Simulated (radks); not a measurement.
The numbers below are computed, except where a source is named.
Coulomb parameter of the 5d shell of the platinum ion Pt+ in the model configuration [Xe] 4f14 5d8 6p1, as a second difference U = [E(n + 0.5) + E(n - 0.5) - 2 E(n)] / (0.5)^2 with all orbitals relaxed. "Bare": the charge of the atom changes with n. "Screened": the 6p shell takes up the change at fixed total charge, which measures U(5d,5d) + U(6p,6p) - 2 U(5d,6p). Code: a radial shooting solver on a logarithmic mesh with Libxc functionals. Model: scalar-relativistic Kohn-Sham, r2SCAN, spin-unpolarised, spherical densities, finite nucleus; meta-GGA in the generalised Kohn-Sham scheme; Fermi nuclear charge, rms radius 5.427 fm.

case,configuration,E - E(n) (eV)
start,[Xe] 4f14 5d8 6p1,0.000
bare +0.5,[Xe] 4f14 5d8.5 6p1,-7.830
bare -0.5,[Xe] 4f14 5d7.5 6p1,10.585
screened +0.5,[Xe] 4f14 5d8.5 6p0.5,-4.945
screened -0.5,[Xe] 4f14 5d7.5 6p1.5,5.525

U(bare) = 11.021 eV, U(screened by 6p) = 2.321 eV, against the Slater integral F0(5d,5d) = 15.731 eV with frozen orbitals.
